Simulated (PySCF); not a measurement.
C9H10OSi.
SMILES with atom numbers: `[SiH3:1][CH2:2][c:3]1[o:4][cH:5][c:6]2[cH:7][cH:8][cH:9][cH:10][c:11]12` (hydrogens: H12, H13, H14 on Si1; H15, H16 on C2; H17 on C5; H18 on C7; H19 on C8; H20 on C9; H21 on C10)

The same species was optimised twice, with GFN2-xTB and with PBE0-D3(BJ)/def2-SVP (PySCF), and the same property calculations (PySCF, gas phase) were run on both structures.

| coordinate | GFN2-xTB | PBE0-D3(BJ)/def2-SVP | change |
| --- | --- | --- | --- |
| C8–C9 (Å) | 1.419 | 1.434 | +0.015 |
| Si1–C2 (Å) | 1.917 | 1.902 | -0.015 |
| C10–C11 (Å) | 1.412 | 1.425 | +0.013 |
| C6–C7 (Å) | 1.414 | 1.427 | +0.013 |
| C7–C8 (Å) | 1.360 | 1.368 | +0.008 |
| C9–C10 (Å) | 1.361 | 1.368 | +0.007 |
| C6–C11 (Å) | 1.442 | 1.449 | +0.007 |
| C3–O4 (Å) | 1.343 | 1.346 | +0.003 |
| C2–C3 (Å) | 1.478 | 1.480 | +0.002 |
| C5–C6 (Å) | 1.375 | 1.377 | +0.002 |
| O4–C5 (Å) | 1.347 | 1.348 | +0.001 |
| C3–C11 (Å) | 1.385 | 1.384 | -0.001 |
| Si1–C2–C3 (°) | 110.0 | 112.3 | +2.3 |
| C2–C3–C11 (°) | 131.4 | 133.3 | +1.9 |
| C2–C3–O4 (°) | 119.2 | 117.9 | -1.3 |
| C3–O4–C5 (°) | 109.2 | 110.0 | +0.8 |
| O4–C3–C11 (°) | 109.4 | 108.7 | -0.7 |
| O4–C5–C6 (°) | 109.9 | 109.3 | -0.6 |
| C3–C11–C10 (°) | 134.0 | 133.7 | -0.3 |
| C3–C11–C6 (°) | 105.9 | 106.2 | +0.3 |
| Si1–C2–C3–O4 (°) | -90 | -92 | -2 |

Rotational constants: A = 1852, B = 675.2, C = 540.6 MHz (GFN2-xTB) against A = 1851, B = 660.8, C = 528.8 MHz (PBE0-D3(BJ)/def2-SVP). Point groups within 0.08 Å: C1 and C1. Atoms that the bonding makes alike are paired by their places after alignment.

On the GFN2-xTB structure: HOMO (eV) -5.45 [PBE0/pcSseg-1]; LUMO (eV) -1.25 [PBE0/pcSseg-1]; dipole (D) 0.45 [PBE0/pcSseg-1]; GIAO shielding of Si1 (ppm) 421.7 [PBE0/pcSseg-1]; GIAO shielding of C2 (ppm) 174.4 [PBE0/pcSseg-1]; GIAO shielding of C3 (ppm) 36.9 [PBE0/pcSseg-1]; GIAO shielding of O4 (ppm) 12.8 [PBE0/pcSseg-1]; GIAO shielding of C5 (ppm) 51.0 [PBE0/pcSseg-1]; GIAO shielding of C6 (ppm) 55.5 [PBE0/pcSseg-1]; GIAO shielding of C7 (ppm) 62.3 [PBE0/pcSseg-1]; GIAO shielding of C8 (ppm) 57.3 [PBE0/pcSseg-1].

**Question.** What do these properties become on the PBE0-D3(BJ)/def2-SVP structure?

**Answer.** 
```
                                    property          level  on GFN2-xTB  on PBE0-D3(BJ)/def2-SVP  change
                                   HOMO (eV)  PBE0/pcSseg-1        -5.45                    -5.53   -0.08
                                   LUMO (eV)  PBE0/pcSseg-1        -1.25                    -1.28   -0.03
                                  dipole (D)  PBE0/pcSseg-1         0.45                     0.47   +0.02
energy, GFN2-xTB geometry as zero (kcal/mol)  PBE0/pcSseg-1          0.0                     -1.2    -1.2
                 GIAO shielding of Si1 (ppm)  PBE0/pcSseg-1        421.7                    418.9    -2.8
                  GIAO shielding of C2 (ppm)  PBE0/pcSseg-1        174.4                    173.8    -0.6
                  GIAO shielding of C3 (ppm)  PBE0/pcSseg-1         36.9                     37.9    +1.0
                  GIAO shielding of O4 (ppm)  PBE0/pcSseg-1         12.8                      8.0    -4.8
                  GIAO shielding of C5 (ppm)  PBE0/pcSseg-1         51.0                     49.7    -1.3
                  GIAO shielding of C6 (ppm)  PBE0/pcSseg-1         55.5                     54.9    -0.6
                  GIAO shielding of C7 (ppm)  PBE0/pcSseg-1         62.3                     59.6    -2.7
                  GIAO shielding of C8 (ppm)  PBE0/pcSseg-1         57.3                     54.5    -2.8
```

The heavy atoms differ by 0.029 Å rms after alignment. Among bonds between heavy atoms Si1–C2 and C8–C9 change most and about equally (-0.015 to +0.015 Å). Changes are differences of the printed values. Neither structure is proved a minimum here.

Conformer computed: `[SiH3:1][CH2:2][c:3]1[o:4][cH:5][c:6]2[cH:7][cH:8][cH:9][cH:10][c:11]12`: Si1–C2–C3–O4 -92°.
